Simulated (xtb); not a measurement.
Species: H$_{5}$OSi$_{2}$, SMILES `[O-][SiH2][SiH3]` (charge -1, multiplicity 1).

Problem. Give a relaxed geometry from GFN2-xTB in xtb 6.7.1.

Solution. the end point of this relaxation (outside a Z-matrix the atoms follow the SMILES, hydrogens last).
Z-matrix (Å, degrees):
```
Si
H 1 1.4814
H 1 1.4814 2 100.77
H 1 1.4848 2 100.14 3 -102.46
Si 1 2.3018 2 118.01 4 -127.62
O 5 1.5347 1 116.32 2 -62.02
H 5 1.5163 6 115.51 1 -121.43
H 5 1.5163 7 100.68 6 125.16
```
